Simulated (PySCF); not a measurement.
Species: `FC1=CC[C@@H]2C[C@H]12`. The columns A, B, C and D hold Mulliken, IAO, Hirshfeld and ESP-fitted charges (e) of one PBE0/pcSseg-1 density (PySCF), in a shuffled order. Coordinates in Å (GFN2-xTB); the density's dipole moment is (-0.03, -1.87, 0.15) D.

```tsv
atom	x	y	z	A	B	C	D
F1	-0.209	2.708	0.093	-0.090	-0.165	-0.264	-0.272
C2	0.069	1.394	0.137	+0.084	+0.181	+0.283	+0.351
C3	1.261	0.843	-0.051	-0.085	-0.258	-0.237	-0.252
C4	1.192	-0.647	0.133	-0.065	-0.151	-0.259	-0.076
C5	-0.284	-0.919	0.381	-0.033	-0.121	-0.129	-0.260
C6	-1.224	-0.566	-0.727	-0.089	-0.361	-0.288	-0.115
C7	-1.001	0.409	0.401	-0.054	-0.075	-0.171	-0.255
H8	2.171	1.359	-0.292	+0.049	+0.157	+0.160	+0.100
H9	1.804	-0.959	0.983	+0.043	+0.094	+0.146	+0.138
H10	1.561	-1.175	-0.750	+0.042	+0.113	+0.146	+0.137
H11	-0.546	-1.718	1.059	+0.051	+0.132	+0.151	+0.120
H12	-2.177	-1.072	-0.764	+0.050	+0.152	+0.153	+0.130
H13	-0.812	-0.325	-1.695	+0.044	+0.169	+0.149	+0.133
H14	-1.807	0.667	1.070	+0.053	+0.133	+0.159	+0.123
```

Question: Which column most likely holds the ESP-fitted charges?

Answer: B. Σ q r misses the density's dipole by 0.04 D (B), 0.72 D (A), 1.04 D (C), 1.78 D (D). Charges fitted to the outside potential are the only set here that is tied to the molecule's multipoles.

Question: And the Hirshfeld charges?

Answer: A. The mean sizes are 0.059 e (A), 0.162 e (B), 0.176 e (D), 0.192 e (C), and Hirshfeld charges are commonly the smallest of these schemes.

As computed, A = Hirshfeld, B = ESP-fitted, C = IAO, D = Mulliken. Hydrogens on carbon: Hirshfeld +0.04 to +0.05, ESP-fitted +0.09 to +0.17, IAO +0.15 to +0.16, Mulliken +0.10 to +0.14 e.

The Mulliken scheme counts on each atom the diagonal of the density matrix times the overlap matrix over that atom's basis functions. The Hirshfeld scheme divides the density at each point in proportion to the densities of the neutral, spherically averaged free atoms.

Geometry: GFN2-xTB; no solvent, vibrations or thermal averaging.
